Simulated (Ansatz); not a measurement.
Calculated with Ansatz (gas phase, PBE0-D4/def2-TZVP geometries, no zero-point term in ΔE). CCSD(T)/CBS is the MP2 limit (def2-TZVPP, def2-QZVPP) plus CCSD(T) − MP2 in def2-TZVPP, frozen cores. This one scheme is used for every species. DFT in def2-TZVPP. For Br outer-core shells are correlated without core-valence functions, which leaves a few kJ/mol of doubt a bond. Scalar relativity is left out up to krypton. Each species was taken in one conformer, which may not be the lowest.

Reaction (ligand exchange at the Al–O bond): `[OH][AlH][CH2]F` + HBr → `F[CH2][AlH][Br]` + H₂O

| level | ΔE (kJ/mol) |
| --- | --- |
| LDA (SPW92) | -19.9 |
| BLYP-D4 | -14.9 |
| ωB97X-V | -22.2 |
| PBE | -24.0 |
| r2SCAN0 | -27.6 |
| RPA@PBE/def2-TZVPP | -17.0 |
| MP2/def2-TZVPP | -24.2 |
| CCSD/def2-TZVPP | -21.6 |

(1) What does CCSD(T)/CBS give? (An estimate is asked.)

Largest T1 diagnostic among the species: 0.012.

Results:

(1) The calculation gave: -27.6 kJ/mol. The listed levels differ from it by 7.7, 12.7, 5.4, 3.6, 0.0, 10.6, 3.4, 6.0 kJ/mol.

In def2-TZVPP, CCSD(T) changes the Hartree–Fock value by +5.6 kJ/mol (the triples alone add −0.1 kJ/mol) and MP2 by +3.1 kJ/mol. Leaving LDA and LC-ωPBE aside and taking each functional with its dispersion term where it has one, the values, not all of them listed here, spread over 16.3 kJ/mol, from HSE06-D4 to BLYP-D4. LDA lies +4.1 kJ/mol from PBE without D4. From r2SCAN to r2SCAN0 (25 % exact exchange), in def2-TZVPP and without D4, ΔE moves by −4.0 kJ/mol.
